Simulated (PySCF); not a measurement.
In(F)2(GeH3), H3F2GeIn, SMILES [F][In]([F])[GeH3] (B3LYP/def2-SVP optimised geometry):

```
7

In    -0.964    -0.006     0.000
F     -2.142    -1.582     0.030
F     -2.124     1.582     0.000
Ge     1.641    -0.006     0.000
H      2.113    -0.083     1.463
H      2.142    -1.232    -0.782
H      2.140     1.295    -0.651
```

Method: PySCF with B3LYP/def2-TZVP, def2 effective core potentials past Kr.

Task: What are the frontier orbital energies and the dipole moment?

Result: HOMO-2 -9.81 eV, HOMO-1 -9.69 eV, HOMO -8.63 eV, LUMO -2.42 eV, LUMO+1 -2.17 eV; dipole moment 5.03 D.

On the same geometry PBE/def2-TZVP, def2 effective core potentials past Kr run with PySCF gives HOMO-2 -8.17 eV, HOMO-1 -8.04 eV, HOMO -7.54 eV, LUMO -2.93 eV, LUMO+1 -2.56 eV; dipole moment 4.77 D.
